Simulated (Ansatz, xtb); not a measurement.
System: ICl, charge -1, multiplicity 2. SMILES of the parent species: ICl
Coordinates optimised at B3LYP-D3(BJ)/def2-TZVP (Ansatz, a program for electronic structure):
```
Cl
I 1 2.9782
```
Charge -1, spin multiplicity 2.

Harmonic wavenumbers from GFN2-xTB (xtb, at its own minimum), cm⁻¹: 157.

Task: Give the harmonic wavenumbers at B3LYP-D3(BJ)/def2-TZVP (Ansatz, finite differences of forces, unscaled).

Result: 154 cm⁻¹. Zero-point energy 0.2 kcal/mol.

Task: From these and the geometry, give the ideal-gas thermochemistry at 298.15 K and 1 atm (rigid rotor, harmonic oscillator).

Result: Point group C∞v, rotational symmetry number 1. Rotational constants 2.056, 2.056 GHz. S(trans) 41.16, S(rot) 17.91, S(vib) 2.62, S(elec, spin only) 1.38, S 63.1 cal/(mol K). H(298) - H(0) 2.47 kcal/mol; G - E(el) -16.1 kcal/mol.
